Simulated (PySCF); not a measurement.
Molecule: `[SiH3]C[Si@@H]([SiH3])P`, CH$_{11}$PSi$_{3}$.

Cartesian coordinates in Å; atom numbers follow the order of the lines, from 1:
```xyz
16

Si   -2.0597   -1.0538   -0.0080
C    -1.0188   -0.3841    1.4097
Si    0.5968    0.4658    0.9204
Si    1.9408   -0.9473   -0.3875
P     0.3287    2.3786   -0.2718
H    -2.5452    0.0580   -0.8810
H    -1.2405   -1.9838   -0.8462
H    -3.2457   -1.8008    0.5116
H    -1.6274    0.3247    1.9978
H    -0.7677   -1.2247    2.0809
H     1.3510    0.8511    2.1562
H     1.4119   -1.0212   -1.7850
H     3.3418   -0.4279   -0.4359
H     1.9566   -2.3307    0.1851
H    -0.7211    2.8806    0.5592
H    -0.5710    1.7809   -1.2071
```

Geometry PBE0-D3(BJ)/def2-SVP throughout; GIAO in PySCF, gas phase, one conformer, non-relativistic; equivalent atoms averaged; functional PBE0.

For orientation, STO-3G gives these absolute shieldings σ: Si3 539.5, Si1 579.3, Si4 599.8, C2 248.2, H11 30.84, H6/H7/H8 31.01, H12/H13/H14 31.14, H15/H16 32.61, H10 33.11 ppm.

A run gave: Si3 456.1, Si1 481.4, Si4 504.9, C2 200.9, H11 26.75, H6/H7/H8 27.40, H12/H13/H14 27.78, H15/H16 29.69, H10 31.30 ppm (absolute shieldings σ).

Problem. Which basis set was used in that run?
A. 6-31G
B. 6-31G*
C. pcSseg-1
D. def2-SVP
E. def2-TZVP

Solution. D. Si4 tells them apart best: def2-SVP gives 504.9, 6-31G* gives 488.4, 6-31G gives 524.5, pcSseg-1 gives 455.5, def2-TZVP gives 437.6 ppm.
